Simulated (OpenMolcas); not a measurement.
**d1 ions of charge +4 down a group with 6 fluoride ligands in octahedral coordination**

```json
{
 "Program": "OpenMolcas",
 "Method": "SS-CASPT2, IPEA 0.25 Eh, imaginary shift 0.1 Eh",
 "Spin-orbit coupling": "state interaction with AMFI integrals over the reference wave functions"
}
```

The d shell is active; CASPT2 correlates the ligand valence shells and the outer metal core. Anionic complexes are neutralised by point charges behind the ligands. Distances were set from a Shannon-type radius of the metal (high-spin where two are listed) plus a fixed donor radius (F 1.31 Å). Ligand basis ANO-RCC-VTZP, DKH2 Hamiltonian. States (labels of O, the rotations of Oh). Energies in cm-1 above the lowest state or level, χT in cm3 K/mol; under a threefold ground state the first gap can be a small split of the lowest multiplet, not the spin-orbit step; 10Dq is the gap between the two states. Spin-only χT is S(S+1) / 2 for the spin of the ground state.

```tsv
Ion	Shell	R (Å)	Metal basis	Outer charge (e at Å behind ligand)	Ground state	First state of that spin	10Dq	First gap with spin-orbit (degeneracies)	χT at 300 K	Spin-only χT
V4+	3d1	1.89	ANO-RCC-VTZP	0.33 at 2.8	2T2	2E 21000	20995	330 (4, 2)	0.366	0.375
Nb4+	4d1	1.99	ANO-RCC-VTZP	0.33 at 3.2	2T2	2E 30000	30002	970 (4, 2)	0.152	0.375
```

The rows also differ in their outer charges, so part of each step comes from that.

|10Dq| changes by a factor of 30002 / 20995 = 1.43 from V4+ to Nb4+.

χT departs most from the spin-only value for Nb4+, by -0.223 cm3 K/mol.

Over all roots computed the reference weight is 0.70 in V4+, 0.70 in Nb4+; a low but even weight reflects the number of correlated electrons. An orbital triplet at a regular site is open to Jahn-Teller coupling, which can distort the site and quench the lowest spin-orbit gaps and is left out. Ligand-to-metal charge-transfer states are missing. With one d shell and no ligand orbital active, 10Dq can be off by a tenth or more. The least metal-like active orbital is 81 % on the metal (Löwdin) and no ligand orbital is active, so the numbers are rough (holds for V4+). The least metal-like active orbital is 73 % on the metal (Löwdin) and no ligand orbital is active, so the numbers are rough (holds for Nb4+). No measured value stands beside these numbers; the geometry was imposed, not optimised, and the real ion may take another.
